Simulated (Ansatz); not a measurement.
`O=C[Si](F)(F)[SiH3]` + BH₃ → `B[Si](F)(F)[SiH3]` + `C=O`  (formal exchange of groups at the Si–C bond)

Program: Ansatz. Geometries: PBE0-D4/def2-TZVP. ΔE: electronic, gas phase. CCSD(T)/CBS is the MP2 limit (def2-TZVPP, def2-QZVPP) plus CCSD(T) − MP2 in def2-TZVPP, frozen cores. This one scheme is used for every species. DFT in def2-TZVPP. Each species was taken in one conformer, which may not be the lowest.

Is it downhill or uphill in electronic energy at CCSD(T)/CBS, and by how much? (An estimate is asked.)

The calculation gave: Uphill: ΔE = +7.4 kJ/mol.

What do these levels give: ωB97M-V, B2PLYP, r2SCAN, CCSD/def2-TZVPP, MP2/def2-QZVPP, SCS-MP2/def2-QZVPP? (An estimate is asked.)

Ansatz gave: ωB97M-V 11.9, B2PLYP 8.4, r2SCAN 3.6, CCSD/def2-TZVPP 6.3, MP2/def2-QZVPP 12.2, SCS-MP2/def2-QZVPP 12.0 kJ/mol.

Largest T1 diagnostic among the species: 0.015.

The D4 term adds +3.0 kJ/mol with B3LYP and +1.7 kJ/mol with PBE0; it sums over pairs of atoms, weighted by their polarisabilities, and B3LYP, whose exchange is more repulsive, gets the larger term.

B3LYP here is the variant with VWN-RPA as its local correlation; programs differ in this.
